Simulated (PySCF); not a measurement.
# Partial charges of `C=C(F)C[Si@](C)([SiH3])CF`

Species: C5H12F2Si2.
Z-matrix (Å and degrees, GFN2-xTB geometry), rows numbered from 1:
```
C 
C   1  1.3203
F   2  1.3618  1  118.62
C   2  1.4785  1  128.69  3  -177.20
Si  4  1.9373  2  110.90  1   106.79
C   5  1.9091  4  107.54  2    79.27
Si  5  2.3288  4  111.76  2   -49.58
C   5  1.9351  4  103.91  2  -169.15
F   8  1.3843  5  109.34  4    70.75
H   1  1.0746  2  121.47  3    -0.90
H   1  1.0727  2  120.66  3  -179.99
H   4  1.0917  2  108.80  1  -132.96
H   4  1.0879  2  109.17  1   -15.00
H   6  1.0856  5  110.50  4   -59.11
H   6  1.0878  5  112.13  4    60.67
H   6  1.0864  5  111.52  4  -178.59
H   7  1.4650  5  112.39  4   -13.16
H   7  1.4653  5  112.11  4  -134.45
H   7  1.4667  5  110.55  4   106.54
H   8  1.0921  5  112.19  4  -171.75
H   8  1.0929  5  114.24  4   -47.99
```

Density: PBE0/pcSseg-1 (PySCF); schemes: Mulliken, IAO, Hirshfeld and ESP-fitted. Geometry: GFN2-xTB, one conformer, isolated molecule. GFN2-xTB frequencies show an imaginary mode (28i cm⁻¹), so this geometry is no minimum at that level.

Task: At which atom do the 4 schemes differ most?

Result: At C1: from -0.705 (ESP-fitted) to -0.142 e (Hirshfeld), 0.563 e apart.

Task: Which atoms carry the highest charge in the Mulliken, IAO, Hirshfeld and ESP-fitted schemes?

Result: All schemes agree: Mulliken Si5 (+0.550); IAO Si5 (+0.767); Hirshfeld Si5 (+0.314); ESP-fitted Si5 (+0.619).

Task: Give the atomic charges in each scheme.

Result: In e:

```json
{"atom": "C1", "environment": "terminal =CH2 carbon", "Mulliken": "-0.199", "IAO": "-0.403", "Hirshfeld": "-0.142", "ESP-fitted": "-0.705"}
{"atom": "C2", "environment": "vinylic C–F carbon", "Mulliken": "+0.121", "IAO": "+0.303", "Hirshfeld": "+0.091", "ESP-fitted": "+0.419"}
{"atom": "F3", "environment": "vinyl fluorine", "Mulliken": "-0.292", "IAO": "-0.290", "Hirshfeld": "-0.085", "ESP-fitted": "-0.194"}
{"atom": "C4", "environment": "sp3 carbon bound to silicon", "Mulliken": "-0.482", "IAO": "-0.545", "Hirshfeld": "-0.163", "ESP-fitted": "-0.605"}
{"atom": "Si5", "environment": "four-coordinate silicon", "Mulliken": "+0.550", "IAO": "+0.767", "Hirshfeld": "+0.314", "ESP-fitted": "+0.619"}
{"atom": "C6", "environment": "Si-methyl carbon", "Mulliken": "-0.601", "IAO": "-0.706", "Hirshfeld": "-0.213", "ESP-fitted": "-0.731"}
{"atom": "Si7", "environment": "SiH3 silicon", "Mulliken": "+0.267", "IAO": "+0.275", "Hirshfeld": "+0.208", "ESP-fitted": "+0.118"}
{"atom": "C8", "environment": "sp3 C–F carbon", "Mulliken": "-0.120", "IAO": "-0.225", "Hirshfeld": "-0.070", "ESP-fitted": "-0.135"}
{"atom": "F9", "environment": "alkyl fluorine", "Mulliken": "-0.348", "IAO": "-0.332", "Hirshfeld": "-0.131", "ESP-fitted": "-0.236"}
{"atom": "H10", "environment": "vinylic hydrogen", "Mulliken": "+0.128", "IAO": "+0.168", "Hirshfeld": "+0.049", "ESP-fitted": "+0.248"}
{"atom": "H11", "environment": "vinylic hydrogen", "Mulliken": "+0.127", "IAO": "+0.163", "Hirshfeld": "+0.052", "ESP-fitted": "+0.245"}
{"atom": "H12", "environment": "methylene hydrogen", "Mulliken": "+0.164", "IAO": "+0.165", "Hirshfeld": "+0.048", "ESP-fitted": "+0.192"}
{"atom": "H13", "environment": "methylene hydrogen", "Mulliken": "+0.163", "IAO": "+0.170", "Hirshfeld": "+0.053", "ESP-fitted": "+0.187"}
{"atom": "H14", "environment": "methyl hydrogen", "Mulliken": "+0.157", "IAO": "+0.168", "Hirshfeld": "+0.040", "ESP-fitted": "+0.193"}
{"atom": "H15", "environment": "methyl hydrogen", "Mulliken": "+0.142", "IAO": "+0.156", "Hirshfeld": "+0.045", "ESP-fitted": "+0.181"}
{"atom": "H16", "environment": "methyl hydrogen", "Mulliken": "+0.139", "IAO": "+0.154", "Hirshfeld": "+0.041", "ESP-fitted": "+0.166"}
{"atom": "H17", "environment": "Si–H hydrogen", "Mulliken": "-0.056", "IAO": "-0.088", "Hirshfeld": "-0.071", "ESP-fitted": "-0.044"}
{"atom": "H18", "environment": "Si–H hydrogen", "Mulliken": "-0.054", "IAO": "-0.092", "Hirshfeld": "-0.072", "ESP-fitted": "-0.060"}
{"atom": "H19", "environment": "Si–H hydrogen", "Mulliken": "-0.060", "IAO": "-0.097", "Hirshfeld": "-0.075", "ESP-fitted": "-0.061"}
{"atom": "H20", "environment": "methylene hydrogen", "Mulliken": "+0.126", "IAO": "+0.144", "Hirshfeld": "+0.039", "ESP-fitted": "+0.094"}
{"atom": "H21", "environment": "methylene hydrogen", "Mulliken": "+0.127", "IAO": "+0.145", "Hirshfeld": "+0.043", "ESP-fitted": "+0.108"}
```

Mean size of the charges over all atoms: IAO 0.265 e, ESP-fitted 0.264 e, Mulliken 0.211 e, Hirshfeld 0.097 e. Each set sums to the total charge, 0, to within 0.001 e. The IAO scheme projects the occupied orbitals on a minimal set of polarised atomic orbitals and counts the electrons in each atom's part of it.

Task: How many electrons does the Hirshfeld scheme count on F9?

Result: Z − q = 9 − (-0.131) = 9.131.

Task: Sum the charges by element.

Result: 
| element | atoms | Mulliken | IAO | Hirshfeld | ESP-fitted |
| --- | --- | --- | --- | --- | --- |
| C | 5 | -1.280 | -1.576 | -0.498 | -1.757 |
| F | 2 | -0.641 | -0.623 | -0.216 | -0.430 |
| Si | 2 | +0.817 | +1.043 | +0.522 | +0.738 |
| H | 12 | +1.104 | +1.156 | +0.192 | +1.449 |

Task: How closely do the schemes follow one another over all atoms?

Result: Correlation coefficient and root-mean-square difference: Mulliken with IAO 0.98, 0.086 e; IAO with Hirshfeld 0.96, 0.211 e; IAO with ESP-fitted 0.96, 0.099 e; Mulliken with Hirshfeld 0.94, 0.153 e; Mulliken with ESP-fitted 0.91, 0.148 e; Hirshfeld with ESP-fitted 0.88, 0.239 e.
